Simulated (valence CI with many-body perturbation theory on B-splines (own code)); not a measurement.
Energy levels of Os XXXVI

Level of theory: configuration interaction combined with many-body perturbation theory (CI+MBPT): five valence electrons over a frozen Dirac-Fock core [Kr], radial functions for each j: 7 s, 7 p, 8 d, 6 f, 4 g, 1 h, with the one-electron correlation potential Σ1 (screened to all orders), the two-electron term Σ2, the three-electron term Σ3, Breit, model QED; selected single and double excitations, second order for the rest, scaled by the run's own slope (own B-spline code, finite nucleus).

No measured spectrum was set against this ion. As an estimate, large intervals hold to a few tenths of a per cent, small ones and those within an open d or f shell to about a per cent. The list stops below the first excitations out of the core.

Levels 1 to 37 of 37, with energies above the lowest level, (4d3/2^4 4d5/2) J=5/2. "Leading %" is the weight of the configuration and term that name the level; weights of strongly mixed levels are sums over their largest components and can fall short. In the jj column 3d3/2^4 stands for four electrons in 3d with j = 3/2. Lifetimes count E1, E2, E3, M1 and M2 decay at the calculated energies, and are blank where another channel may lead or the interval is too uncertain; long ones can be off by a factor of two.

| No. | Configuration | Term | J | E (eV) | Leading % | Lifetime | Leading jj | g |
| --- | --- | --- | --- | --- | --- | --- | --- | --- |
| 1 | 4d⁵ | ⁴P | 5/2 | 0.000 | 27 |  | 4d3/2^4 4d5/2 (93 %) | 1.343 |
| 2 | 4d⁵ | ⁶S | 5/2 | 15.243 | 38 | 14.9 μs | 4d3/2^3 4d5/2^2 (89 %) | 1.340 |
| 3 | 4d⁵ | ⁴G | 7/2 | 20.044 | 34 | 27.8 μs | 4d3/2^3 4d5/2^2 (98 %) | 1.164 |
| 4 | 4d⁵ | ⁴D | 3/2 | 20.578 | 40 | 11.5 μs | 4d3/2^3 4d5/2^2 (98 %) | 1.183 |
| 5 | 4d⁵ | ²H | 11/2 | 21.047 | 42 |  | 4d3/2^3 4d5/2^2 (98 %) | 1.114 |
| 6 | 4d⁵ | ⁴G | 9/2 | 22.670 | 32 | 7.31 ms | 4d3/2^3 4d5/2^2 (96 %) | 1.142 |
| 7 | 4d⁵ | ⁴D | 5/2 | 23.787 | 30 | 211 μs | 4d3/2^3 4d5/2^2 (92 %) | 1.137 |
| 8 | 4d⁵ | ⁴P | 1/2 | 24.769 | 45 | 980 μs | 4d3/2^3 4d5/2^2 (89 %) | 1.803 |
| 9 | 4d⁵ | ²F | 7/2 | 25.697 | 39 | 403 μs | 4d3/2^3 4d5/2^2 (96 %) | 1.082 |
| 10 | 4d⁵ | ²D | 3/2 | 31.575 | 58 | 79.9 μs | 4d3/2^3 4d5/2^2 (86 %) | 0.789 |
| 11 | 4d⁵ | ⁶S | 5/2 | 35.131 | 30 | 6.14 μs | 4d3/2^2 4d5/2^3 (87 %) | 1.287 |
| 12 | 4d⁵ | ⁴D | 7/2 | 38.259 | 52 | 11.6 μs | 4d3/2^2 4d5/2^3 (98 %) | 1.216 |
| 13 | 4d⁵ | ²I | 11/2 | 38.928 | 51 | 17.0 μs | 4d3/2^2 4d5/2^3 (98 %) | 1.089 |
| 14 | 4d⁵ | ⁴G | 9/2 | 39.544 | 59 | 17.3 μs | 4d3/2^2 4d5/2^3 (96 %) | 1.146 |
| 15 | 4d⁵ | ⁴D | 1/2 | 40.676 | 76 | 9.35 μs | 4d3/2^2 4d5/2^3 (97 %) | 0.509 |
| 16 | 4d⁵ | ²I | 13/2 | 41.281 | 100 | 82.0 μs | 4d3/2^2 4d5/2^3 (100 %) | 1.073 |
| 17 | 4d⁵ | ⁴P | 3/2 | 41.587 | 53 | 5.99 μs | 4d3/2^2 4d5/2^3 (96 %) | 1.181 |
| 18 | 4d⁵ | ²F | 5/2 | 42.023 | 42 | 11.3 μs | 4d3/2^2 4d5/2^3 (96 %) | 1.019 |
| 19 | 4d⁵ | ²H | 9/2 | 44.473 | 52 | 8.73 μs | 4d3/2^2 4d5/2^3 (99 %) | 1.108 |
| 20 | 4d⁵ | ²G | 7/2 | 45.193 | 61 | 31.0 μs | 4d3/2^2 4d5/2^3 (99 %) | 0.988 |
| 21 | 4d⁵ | ⁴F | 5/2 | 45.717 | 63 | 8.72 μs | 4d3/2^2 4d5/2^3 (97 %) | 1.049 |
| 22 | 4d⁵ | ²D | 3/2 | 46.189 | 86 | 21.5 μs | 4d3/2^2 4d5/2^3 (86 %) | 0.850 |
| 23 | 4d⁵ | ⁴P | 1/2 | 48.212 | 40 | 10.7 μs | 4d3/2^2 4d5/2^3 (81 %) | 1.787 |
| 24 | 4d⁵ | ²G | 7/2 | 48.509 | 45 | 15.5 μs | 4d3/2^2 4d5/2^3 (94 %) | 1.041 |
| 25 | 4d⁵ | ²G | 9/2 | 51.684 | 77 | 27.2 μs | 4d3/2^2 4d5/2^3 (96 %) | 1.105 |
| 26 | 4d⁵ | ²P | 3/2 | 57.196 | 74 | 25.6 μs | 4d3/2^2 4d5/2^3 (96 %) | 1.189 |
| 27 | 4d⁵ | ²D | 5/2 | 57.660 | 39 | 5.69 μs | 4d3/2 4d5/2^4 (51 %) | 1.275 |
| 28 | 4d⁵ | ²D | 5/2 | 59.186 | 39 | 5.67 μs | 4d3/2 4d5/2^4 (50 %) | 1.134 |
| 29 | 4d⁵ | ²F | 7/2 | 61.890 | 29 | 5.40 μs | 4d3/2 4d5/2^4 (98 %) | 1.190 |
| 30 | 4d⁵ | ²H | 11/2 | 63.004 | 56 | 6.58 μs | 4d3/2 4d5/2^4 (99 %) | 1.072 |
| 31 | 4d⁵ | ²D | 3/2 | 63.061 | 32 | 4.28 μs | 4d3/2 4d5/2^4 (96 %) | 0.973 |
| 32 | 4d⁵ | ²G | 9/2 | 65.510 | 57 | 7.70 μs | 4d3/2 4d5/2^4 (95 %) | 1.115 |
| 33 | 4d⁵ | ²D | 5/2 | 67.174 | 63 | 6.70 μs | 4d3/2 4d5/2^4 (88 %) | 1.112 |
| 34 | 4d⁵ | ²G | 7/2 | 68.365 | 55 | 7.58 μs | 4d3/2 4d5/2^4 (96 %) | 1.005 |
| 35 | 4d⁵ | ²P | 1/2 | 71.345 | 55 | 7.26 μs | 4d3/2 4d5/2^4 (88 %) | 1.221 |
| 36 | 4d⁵ | ²D | 3/2 | 77.481 | 75 | 5.18 μs | 4d3/2 4d5/2^4 (93 %) | 0.870 |
| 37 | 4d⁵ | ²D | 5/2 | 85.414 | 43 | 2.96 μs | 4d5/2^5 (93 %) | 1.153 |

The ionisation energy to 4d⁴ ³P0 of the next ion comes out as 1529.1 eV (NIST: 1528 ± 5 eV (theoretical)). All 37 levels together are meant to be complete up to 131.345 eV.
